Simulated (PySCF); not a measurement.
C₂H₇FSn, SMILES [CH3][SnH]([CH3])[F].

Coordinates come from a PBE-D3(BJ)/def2-SVP optimisation. The structure was generated by enumeration; whether it is a known compound was not checked. The def2 effective core potentials stand for the cores of Sn; spin–orbit coupling is left out.

Computed with PBE-D3(BJ)/def2-SVP run with PySCF.

Frequencies are harmonic and unscaled.

Computed normal modes with their intensities:
| mode | ν (cm⁻¹) | IR (km/mol) | moving atoms (share of kinetic energy) |
|---|---|---|---|
| 1 | 40 | 0.1 | H 99 % |
| 2 | 45 | 0.1 | H 96 % |
| 3 | 120 | 0.7 | C 57 %, H 32 %, Sn 10 % |
| 4 | 147 | 6.6 | C 30 %, F 30 %, H 21 %, Sn 20 % |
| 5 | 150 | 7.8 | F 53 %, C 24 %, H 15 %, Sn 8 % |
| 6 | 474 | 72.0 | H 96 % |
| 7 | 498 | 5.2 | C 75 %, H 19 % |
| 8 | 521 | 18.9 | C 66 %, H 21 %, Sn 13 % |
| 9 | 563 | 48.9 | H 93 % |
| 10 | 591 | 40.3 | F 85 %, Sn 13 % |
| 11 | 690 | 30.6 | H 83 %, C 16 % |
| 12 | 735 | 51.4 | H 85 %, C 15 % |
| 13 | 753 | 69.7 | H 81 %, C 17 % |
| 14 | 761 | 50.7 | H 80 %, C 19 % |
| 15 | 1157 | 2.0 | H 81 %, C 19 % |
| 16 | 1162 | 2.1 | H 83 %, C 17 % |
| 17 | 1376 | 0.7 | H 95 % |
| 18 | 1380 | 0.2 | H 95 % |
| 19 | 1382 | 2.0 | H 95 % |
| 20 | 1387 | 7.7 | H 95 % |
| 21 | 1832 | 190.9 | H 99 % |
| 22 | 2991 | 3.1 | H 98 % |
| 23 | 2991 | 2.4 | H 98 % |
| 24 | 3103 | 0.0 | H 90 %, C 10 % |
| 25 | 3103 | 4.1 | H 90 %, C 10 % |
| 26 | 3113 | 0.3 | H 90 %, C 10 % |
| 27 | 3113 | 1.2 | H 90 %, C 10 % |
